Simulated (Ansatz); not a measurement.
`CN([SiH2]O)[SiH2]O`, charge 0, multiplicity 1.

Q: Give a relaxed structure at PBE0-D4/def2-TZVP (Ansatz 0.2.0). (Best estimate.)

A: Computed: 
Z-matrix (Å, degrees):
```
C
N 1 1.461
H 1 1.095 2 110.7
H 1 1.095 2 112.2 3 120.5
H 1 1.092 2 110.8 3 -119.1
Si 2 1.734 1 116.6 3 -42.1
Si 2 1.710 1 120.5 3 137.8
O 6 1.637 2 108.7 1 169.0
H 6 1.485 2 113.1 1 -73.2
H 6 1.490 2 106.6 1 45.9
O 7 1.662 2 107.6 1 -130.2
H 7 1.487 2 106.9 1 -10.1
H 7 1.489 2 114.8 1 111.4
H 8 0.965 6 114.3 2 -37.5
H 11 0.960 7 115.8 2 -156.9
```
This is one stationary point; other conformers may exist.
